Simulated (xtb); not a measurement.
Input for xtb: GFN2-xTB on CH5F (a complex), monomers drawn apart or pushed together.

```
$ xtb mol.xyz --gfn 2 --sp --chrg 0 --uhf 0
7

F     -0.30930747    -0.02402792    -0.31728572
H     -0.24903741    -0.01129726     0.60755849
C      0.03531830    -0.03472908     3.80507797
H     -0.16795279     0.98164414     3.46528507
H      0.11274274    -0.02810650     4.89073975
H     -0.77954270    -0.70046592     3.51819316
H      0.97822617    -0.39093301     3.38913137
```

Program output:

```
[...]
           -------------------------------------------------
          |                Calculation Setup                |
           -------------------------------------------------



molecular fragmentation (1/2 indicates fragments):
1122222
# atoms in fragment 1/2:     2     5
 fragment masses (1/2) :       20.01       16.04
CMA distance (Bohr)    :   7.734
constraining FC (au)   :  0.0500

           -------------------------------------------------
          |                 G F N 2 - x T B                 |
           -------------------------------------------------

        Reference                      10.1021/acs.jctc.8b01176
      * Hamiltonian:
        H0-scaling (s, p, d)           1.850000    2.230000    2.230000
        zeta-weighting                 0.500000
      * Dispersion:
        s8                             2.700000
        a1                             0.520000
        a2                             5.000000
        s9                             5.000000
      * Repulsion:
        kExp                           1.500000    1.000000
        rExp                           1.000000
      * Coulomb:
        alpha                          2.000000
        third order                    shell-resolved
        anisotropic                    true
        a3                             3.000000
        a5                             4.000000
        cn-shift                       1.200000
        cn-exp                         4.000000
        max-rad                        5.000000


          ...................................................
          :                      SETUP                      :
          :.................................................:
          :  # basis functions                  13          :
          :  # atomic orbitals                  13          :
          :  # shells                            9          :
          :  # electrons                        16          :
          :  max. iterations                   250          :
          :  Hamiltonian                  GFN2-xTB          :
          :  restarted?                      false          :
          :  GBSA solvation                  false          :
          :  PC potential                    false          :
          :  electronic temp.          300.0000000     K    :
          :  accuracy                    1.0000000          :
          :  -> integral cutoff          0.2500000E+02      :
          :  -> integral neglect         0.1000000E-07      :
          :  -> SCF convergence          0.1000000E-05 Eh   :
          :  -> wf. convergence          0.1000000E-03 e    :
          :  Broyden damping             0.4000000          :
          :  net charge                          0          :
          :  unpaired electrons                  0          :
          ...................................................

 iter      E             dE          RMSdq      gap      omega  full diag
   1     -9.4814299 -0.948143E+01  0.276E+00   16.57       0.0  T
   2     -9.4872897 -0.585978E-02  0.146E+00   16.23       1.0  T
   3     -9.4878704 -0.580794E-03  0.447E-01   16.35       1.0  T
   4     -9.4879019 -0.314297E-04  0.139E-01   16.27       1.0  T
   5     -9.4879064 -0.453558E-05  0.217E-02   16.25       1.7  T
   6     -9.4879065 -0.668617E-07  0.419E-03   16.25       9.0  T
   7     -9.4879065 -0.350152E-07  0.231E-04   16.25     163.4  T
   8     -9.4879065 -0.839506E-11  0.875E-05   16.25     431.9  T

   *** convergence criteria satisfied after 8 iterations ***

         #    Occupation            Energy/Eh            Energy/eV
      -------------------------------------------------------------
         1        2.0000           -0.7904575             -21.5094
         2        2.0000           -0.5969702             -16.2444
         3        2.0000           -0.5483941             -14.9226
         4        2.0000           -0.4907412             -13.3537
         5        2.0000           -0.4907411             -13.3537
         6        2.0000           -0.4841014             -13.1731
         7        2.0000           -0.4839154             -13.1680
         8        2.0000           -0.4813680             -13.0987 (HOMO)
         9                          0.1158810               3.1533 (LUMO)
        10                          0.1543973               4.2014
        11                          0.1984437               5.3999
        12                          0.2031740               5.5286
        13                          0.2033527               5.5335
      -------------------------------------------------------------
                  HL-Gap            0.5972489 Eh           16.2520 eV
             Fermi-level           -0.1827435 Eh           -4.9727 eV

 SCC (total)                   0 d,  0 h,  0 min,  0.003 sec
 SCC setup                      ...        0 min,  0.000 sec (  6.539%)
 Dispersion                     ...        0 min,  0.000 sec (  1.791%)
 classical contributions        ...        0 min,  0.000 sec (  0.995%)
 integral evaluation            ...        0 min,  0.000 sec (  8.895%)
 iterations                     ...        0 min,  0.001 sec ( 56.911%)
 molecular gradient             ...        0 min,  0.000 sec ( 19.002%)
 printout                       ...        0 min,  0.000 sec (  5.355%)

         :::::::::::::::::::::::::::::::::::::::::::::::::::::
         ::                     SUMMARY                     ::
         :::::::::::::::::::::::::::::::::::::::::::::::::::::
         :: total energy              -9.399219124452 Eh    ::
         :: gradient norm              0.013444649937 Eh/a0 ::
         :: HOMO-LUMO gap             16.251970581368 eV    ::
         ::.................................................::
         :: SCC energy                -9.487906590268 Eh    ::
         :: -> isotropic ES            0.021144208903 Eh    ::
         :: -> anisotropic ES          0.004502631807 Eh    ::
         :: -> anisotropic XC          0.002336898448 Eh    ::
         :: -> dispersion             -0.000982279070 Eh    ::
         :: repulsion energy           0.088687465816 Eh    ::
         :: add. restraining           0.000000000000 Eh    ::
         :: total charge              -0.000000000000 e     ::
         :::::::::::::::::::::::::::::::::::::::::::::::::::::

           -------------------------------------------------
          |                Property Printout                |
           -------------------------------------------------

    * Orbital Energies and Occupations

         #    Occupation            Energy/Eh            Energy/eV
      -------------------------------------------------------------
         1        2.0000           -0.7904575             -21.5094
         2        2.0000           -0.5969702             -16.2444
         3        2.0000           -0.5483941             -14.9226
         4        2.0000           -0.4907412             -13.3537
         5        2.0000           -0.4907411             -13.3537
         6        2.0000           -0.4841014             -13.1731
         7        2.0000           -0.4839154             -13.1680
         8        2.0000           -0.4813680             -13.0987 (HOMO)
         9                          0.1158810               3.1533 (LUMO)
        10                          0.1543973               4.2014
        11                          0.1984437               5.3999
        12                          0.2031740               5.5286
        13                          0.2033527               5.5335
      -------------------------------------------------------------
                  HL-Gap            0.5972489 Eh           16.2520 eV
             Fermi-level           -0.1827435 Eh           -4.9727 eV
Note: The following floating-point exceptions are signalling: IEEE_UNDERFLOW_FLAG IEEE_DENORMAL
normal termination of xtb

     #   Z          covCN         q      C6AA      α(0)
     1   9 F        0.740    -0.393    13.439     4.330
     2   1 H        0.740     0.392     0.511     1.129
     3   6 C        3.698    -0.157    23.717     6.965
     4   1 H        0.924     0.038     2.480     2.462
     5   1 H        0.925     0.043     2.410     2.428
     6   1 H        0.924     0.038     2.476     2.461
     7   1 H        0.924     0.039     2.468     2.457

 Mol. C6AA /au·bohr⁶  :        237.642820
 Mol. C8AA /au·bohr⁸  :       4255.098413
 Mol. α(0) /au        :         22.231623


Wiberg/Mayer (AO) data.
largest (>0.10) Wiberg bond orders for each atom

 ---------------------------------------------------------------------------
     #   Z sym  total        # sym  WBO       # sym  WBO       # sym  WBO
 ---------------------------------------------------------------------------
     1   9 F    0.846 --     2 H    0.845
     2   1 H    0.846 --     1 F    0.845
     3   6 C    3.993 --     4 H    0.998     6 H    0.998     7 H    0.998
                             5 H    0.998
     4   1 H    0.999 --     3 C    0.998
     5   1 H    0.998 --     3 C    0.998
     6   1 H    0.999 --     3 C    0.998
     7   1 H    0.999 --     3 C    0.998
 ---------------------------------------------------------------------------

Topologies differ in total number of bonds
Writing topology from bond orders to xtbtopo.mol

molecular dipole:
                 x           y           z       tot (Debye)
 q only:        0.047       0.009       0.703
   full:        0.068       0.013       1.023       2.607
molecular quadrupole (traceless):
                xx          xy          yy          xz          yz          zz
 q only:       -0.348      -0.011      -0.282      -0.502      -0.039       0.630
  q+dip:       -0.480      -0.014      -0.379      -0.745      -0.051       0.859
   full:       -0.490      -0.015      -0.389      -0.741      -0.052       0.879


           -------------------------------------------------
          | TOTAL ENERGY               -9.399219124452 Eh   |
          | GRADIENT NORM               0.013444649937 Eh/α |
          | HOMO-LUMO GAP              16.251970581368 eV   |
           -------------------------------------------------

------------------------------------------------------------------------
------------------------------------------------------------------------
 total:
 SCF:
```

The run finished.

Cost: very roughly 0.05 core-seconds.
